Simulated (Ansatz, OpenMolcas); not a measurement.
How methods differ on C2HF2Ge (SMILES C#[C][Ge]([F])[F])

C2HF2Ge has 6 atoms, charge 0, and is taken as a doublet. SMILES: `C#[C][Ge]([F])[F]`. Geometry: relaxed at PBE0-D4/def2-TZVP.

```tsv
atom	x (Å)	y (Å)	z (Å)
C	-0.1901	0.5184	1.6929
C	-0.1314	0.2042	0.5303
Ge	-0.2896	-0.1397	-1.3231
F	-0.2766	-1.8506	-1.5651
F	1.1429	0.4241	-2.1082
H	-0.2132	0.7797	2.7270
```

Quantity: the vertical energy of the quartet above the doublet, in eV. The values are calculated.

```
                                level                    kind     program  value (eV)  less CCSD(T)/6-31G*  CPU time (all runs)
     UHF/6-31G* (spherical functions)            Hartree–Fock  OpenMolcas        4.33                -1.09                 42 s
    UPBE/6-31G* (spherical functions)                     GGA      Ansatz        5.17                -0.25                 34 s
  UM06-L/6-31G* (spherical functions)                meta-GGA  OpenMolcas        5.09                -0.33              2.1 min
  UBHLYP/6-31G* (spherical functions)           global hybrid  OpenMolcas        5.02                -0.40                 83 s
 U-wB97X/6-31G* (spherical functions)  range-separated hybrid      Ansatz        5.28                -0.14              3.7 min
RPA@PBE0/6-31G* (spherical functions)                     RPA      Ansatz        5.41                -0.01                 75 s
    UMP2/6-31G* (spherical functions)     perturbation theory      Ansatz        5.81                +0.39                 31 s
UCCSD(T)/6-31G* (spherical functions)   coupled cluster or CI      Ansatz        5.42                 0.00              5.2 min
```

UCCSD(T)/6-31G* (spherical functions) is the highest level here, not the true value. All-electron rows without a relativistic Hamiltonian named are non-relativistic. The values span 4.33 to 5.81 eV. In the correlated wave-function rows the outer d shell of Ge is correlated, in sets not made for it. Times are those of the runs behind each value, whatever else they computed, on shared processors of several kinds: orders of magnitude only.
